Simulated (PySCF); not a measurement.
# Polarisability and C₆ of Te³⁺ (tellurium, charge +3)

[Kr] 4d10 5s2 5p1, 2P determinant. Computed with PySCF 2.14 in aug-cc-pVQZ-DK3, with scalar relativity by spin-free X2C-1e. Coupled (time-dependent) response in atomic units; α is the mean over directions.

```
method  mean α (bohr³)         α xx, yy, zz  C₆ (like pair)  S(−4)
   UHF           11.37  11.66, 10.80, 11.66           58.82  39.19
   PBE           10.45  10.56, 10.23, 10.56           53.11  31.51
  PBE0           10.65  10.82, 10.31, 10.82           54.31  32.99
```

S(−4) is the Cauchy moment in α(ω) = α(0) + S(−4) ω² + …

Spin-orbit coupling is absent.

α(iu) at UHF:

```tsv
u (hartree)	α(iu) (bohr³)
0	11.37
0.0500	11.28
0.100	11.00
0.200	10.03
0.300	8.781
0.500	6.420
0.750	4.399
1.00	3.198
1.50	1.975
2.00	1.387
3.00	0.8224
5.00	0.3907
```

A single London oscillator, α(iu) = α/(1 + u²/ω²), gives C₆ = (3/4) ω α². Matching the computed C₆ needs ω = 4 × 58.82 / (3 × 11.37²) = 0.607 hartree.

For an ion, C₆ is the dispersion term alone; charge-induced terms of lower order in 1/R come first.

The components differ because the open shell of this determinant is not spherical; for a pure term their mean is the scalar polarisability.
